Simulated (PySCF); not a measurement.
A calculated (HSE06, PySCF 2.14, cc-pVDZ-X2C, the spin-free X2C one-electron Hamiltonian (Gaussian nucleus)) atom or ion has these occupied shells.

```
shell  electrons  orbital energy (eV)  rms radius, mean of both spins (bohr)
 1s α          1             -53655.1                                 0.0240
 1s β          1             -53655.1                                 0.0240
 2s α          1              -8974.6                                 0.0971
 2s β          1              -8974.5                                 0.0971
 2p α          3              -7978.6                                 0.0874
 2p β          3              -7978.5                                 0.0874
 3s α          1              -2021.2                                  0.250
 3s β          1              -2018.8                                  0.250
 3p α          3              -1712.5                                  0.251
 3p β          3              -1709.9                                  0.251
 3d α          5              -1307.3                                  0.230
 3d β          5              -1305.0                                  0.230
 4s α          1              -416.65                                  0.563
 4s β          1              -410.91                                  0.563
 4p α          3              -313.91                                  0.598
 4p β          3              -307.97                                  0.598
 4d α          5              -171.53                                  0.656
 4d β          5              -164.90                                  0.656
 5s α          1              -59.506                                   1.36
 5s β          1              -57.112                                   1.36
 5p α          3              -33.723                                   1.60
 5p β          3              -31.978                                   1.60
 4f α          7              -16.648                                  0.910
 4f β          2              -12.525                                  0.910
 6s α          1               -6.036                                   3.94
 6s β          1               -5.546                                   3.94
 6p α          1               -2.812                                   5.15
```

(1) Name the element and its charge.

Results:

(1) Dy (dysprosium, neutral), in [Xe] 4f9 6s2 6p1, one real determinant (an excited configuration).
